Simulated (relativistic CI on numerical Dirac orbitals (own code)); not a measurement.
Al²⁺: computed level list

Method of calculation: Dirac-Coulomb-Breit CI, orbitals from a KLI potential per configuration, model QED (radiative potential, 1s self-energy scaled to tabulated hydrogen-like ionisation energies), valence Slater integrals scaled by 0.85, P86 correlation energy added to each configuration (own radial code, finite nucleus).

Configurations in the expansion (outside the closed core [Ne]): 3s, 3p, 3d, 4s, 4p, 4d, 4f, 5s, 5p, 5d, 5g, 5f, 6s, 6p, 6d, 7s, 7p. Levels of other configurations are missing.

The lowest level is 3s ²S1/2, with 100 % of that term; Hund's rules for 3s give ²S with J = 1/2, in agreement.

```tsv
No.	Configuration	Term	J	E (cm⁻¹)	%	Landé g	jj configuration (%)
1	3s	²S	1/2	0.0	100	2.002	3s (100)
2	3p	²P°	1/2	52987.5	100	0.666	3p1/2 (100)
3	3p	²P°	3/2	53208.3	100	1.334	3p3/2 (100)
4	3d	²D	5/2	114450.0	100	1.200	3d5/2 (100)
5	3d	²D	3/2	114455.1	100	0.800	3d3/2 (100)
6	4s	²S	1/2	124958.8	100	2.002	4s (100)
7	4p	²P°	1/2	142568.7	100	0.666	4p1/2 (100)
8	4p	²P°	3/2	142642.9	100	1.334	4p3/2 (100)
9	4d	²D	5/2	164754.4	100	1.200	4d5/2 (100)
10	4d	²D	3/2	164757.7	100	0.800	4d3/2 (100)
11	4f	²F°	5/2	168125.0	100	0.857	4f5/2 (100)
12	4f	²F°	7/2	168125.5	100	1.143	4f7/2 (100)
13	5s	²S	1/2	169294.5	100	2.002	5s (100)
14	5p	²P°	1/2	177284.0	100	0.666	5p1/2 (100)
15	5p	²P°	3/2	177317.0	100	1.334	5p3/2 (100)
16	5d	²D	5/2	187936.2	100	1.200	5d5/2 (100)
17	5d	²D	3/2	187938.4	100	0.800	5d3/2 (100)
18	5f	²F°	5/2	190348.2	100	0.857	5f5/2 (100)
19	5f	²F°	7/2	190348.5	100	1.143	5f7/2 (100)
20	5g	²G	7/2	190349.7	100	0.889	5g7/2 (100)
21	5g	²G	9/2	190349.9	100	1.111	5g9/2 (100)
22	6s	²S	1/2	190355.5	100	2.002	6s (100)
23	6p	²P°	1/2	194652.1	100	0.666	6p1/2 (100)
24	6p	²P°	3/2	194669.6	100	1.334	6p3/2 (100)
25	6d	²D	5/2	200602.5	100	1.200	6d5/2 (100)
26	6d	²D	3/2	200604.0	100	0.800	6d3/2 (100)
27	7s	²S	1/2	202058.7	100	2.002	7s (100)
28	7p	²P°	1/2	204635.9	100	0.666	7p1/2 (100)
29	7p	²P°	3/2	204646.4	100	1.334	7p3/2 (100)
```

Energies count from the lowest computed level; ° marks odd parity. Filled j subshells are mostly left out of the jj labels.

The mean weight of the leading LS term, summed over parents, in these 29 levels is 100 %, and that of the leading jj configuration (from the same eigenvectors) 100 %.

Correlation outside the listed configurations is missing or only estimated: errors of thousands of cm⁻¹ between configurations and terms are usual at this charge. Rates and lifetimes follow the computed energies and can be off by large factors. The fine structure of a lone outer electron comes out too small, for d and f at times inverted, and misplaced configurations move strength between like terms. 26 of the 26 excited levels that our extract of the measured tables holds in this range could be paired (the sources list more); they are missed by 933 cm⁻¹ on average and 1506 at most, and levels without a partner can miss by more.
